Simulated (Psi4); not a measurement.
C4H4N2, singlet, geometry from GFN2-xTB; PBE/def2-SVPD run with Psi4.

Psi4 was given this input:
```
memory 2 GB

molecule {
0 1
C     2.03595225   -0.24490012    0.06530847
C     0.71020118   -0.09433246    0.02213507
C    -0.09321437    1.14340710    0.07921470
N    -1.34077768    0.84922154    0.00694022
C    -1.35987892   -0.54994971   -0.09542839
N    -0.21794272   -1.13210822   -0.09109305
H     2.47963118   -1.22444020    0.01229451
H     2.69134837    0.60482427    0.15375163
H     0.27709502    2.14675307    0.16717704
H    -2.29539260   -1.07227925   -0.17153248
}

set {
  basis def2-svpd
}

energy('pbe')
print_variables()
```

The log (banner, timings and long lists left out):

```
   => Loading Basis Set <=

    Name: DEF2-SVPD
    Role: ORBITAL
    Keyword: BASIS

         ---------------------------------------------------------
                                   SCF
               by Justin Turney, Rob Parrish, Andy Simmonett
                          and Daniel G. A. Smith
                              RKS Reference
         ---------------------------------------------------------

  ==> Geometry <==

    Molecular point group: c1
    Full point group: C1

    Geometry (in Angstrom), charge = 0, multiplicity = 1:

       Center              X                  Y                   Z               Mass
    ------------   -----------------  -----------------  -----------------  -----------------
         C            2.075093973009    -0.239250661680     0.067316082374    12.000000000000
         C            0.749342903009    -0.088683001680     0.024142682374    12.000000000000
         C           -0.054072646991     1.149056558320     0.081222312374    12.000000000000
         N           -1.301635956991     0.854870998320     0.008947832374    14.003074004430
         C           -1.320737196991    -0.544300251680    -0.093420777626    12.000000000000
         N           -0.178800996991    -1.126458761680    -0.089085437626    14.003074004430
         H            2.518772903009    -1.218790741680     0.014302122374     1.007825032230
         H            2.730490093009     0.610473728320     0.155759242374     1.007825032230
         H            0.316236743009     2.152402528320     0.169184652374     1.007825032230
         H           -2.256250876991    -1.066629791680    -0.169524867626     1.007825032230

  Running in c1 symmetry.

  Rotational constants: A =      0.30789  B =      0.13568  C =      0.09418 [cm^-1]
  Rotational constants: A =   9230.25660  B =   4067.51572  C =   2823.34611 [MHz]
  Nuclear repulsion =  207.153461091162853

  Charge       = 0
  Multiplicity = 1
  Electrons    = 42
  Nalpha       = 21
  Nbeta        = 21

  ==> Algorithm <==

  SCF Algorithm Type is DF.
  DIIS enabled.
  MOM disabled.
  Fractional occupation disabled.
  Guess Type is SAD.
  Energy threshold   = 1.00e-06
  Density threshold  = 1.00e-06
  Integral threshold = 1.00e-12

  ==> Primary Basis <==

  Basis Set: DEF2-SVPD
    Blend: DEF2-SVPD
    Number of shells: 64
    Number of basis functions: 152
    Number of Cartesian functions: 164
    Spherical Harmonics?: true
    Max angular momentum: 2

  ==> DFT Potential <==

[...]
   @DF-RKS iter   6:  -263.78370969875760   -4.28525e-04   1.11558e-04 ADIIS/DIIS
   @DF-RKS iter   7:  -263.78382340321070   -1.13704e-04   5.94789e-05 DIIS
   @DF-RKS iter   8:  -263.78386822556615   -4.48224e-05   1.29747e-05 DIIS
   @DF-RKS iter   9:  -263.78386989544214   -1.66988e-06   7.31148e-06 DIIS
   @DF-RKS iter  10:  -263.78387048345587   -5.88014e-07   1.10243e-06 DIIS
   @DF-RKS iter  11:  -263.78387050050731   -1.70514e-08   2.37708e-07 DIIS
  Energy and wave function converged.

  ==> Post-Iterations <==

   Electrons on quadrature grid:
      Ntotal   =   41.9999875718 ; deviation = -1.243e-05

    Orbital Energies [Eh]
    ---------------------

    Doubly Occupied:

[...]
    Virtual:

[...]
    Final Occupation by Irrep:
              A
    DOCC [    21 ]
    NA   [    21 ]
    NB   [    21 ]

  @DF-RKS Final Energy:  -263.78387050050731

   => Energetics <=

    Nuclear Repulsion Energy =            207.1534610911628533
    One-Electron Energy =                -765.6453172235999318
    Two-Electron Energy =                 331.3138416155979940
    DFT Exchange-Correlation Energy =     -36.6058559836682349
    Empirical Dispersion Energy =           0.0000000000000000
    VV10 Nonlocal Energy =                  0.0000000000000000
    Total Energy =                       -263.7838705005073052

Computation Completed

Properties will be evaluated at   0.000000,   0.000000,   0.000000 [a0]

Properties computed using the SCF density matrix

 Multipole Moments:

 ------------------------------------------------------------------------------------
     Multipole            Electronic (a.u.)      Nuclear  (a.u.)        Total (a.u.)
 ------------------------------------------------------------------------------------

 L = 1.  Multiply by 2.5417464519 to convert [e a0] to [Debye]
 Dipole X            :         -2.1531919            3.1066198            0.9534278
 Dipole Y            :         -0.1453345            0.4483890            0.3030545
 Dipole Z            :         -0.0984268            0.1593412            0.0609144
 Magnitude           :                                                    1.0022860

 ------------------------------------------------------------------------------------

  Variable Map:
  ----------------------------------------------------------------------------
[...]
  Array Variable Map:
  ----------------------------------------------------------------------------
[...]
[...]
```
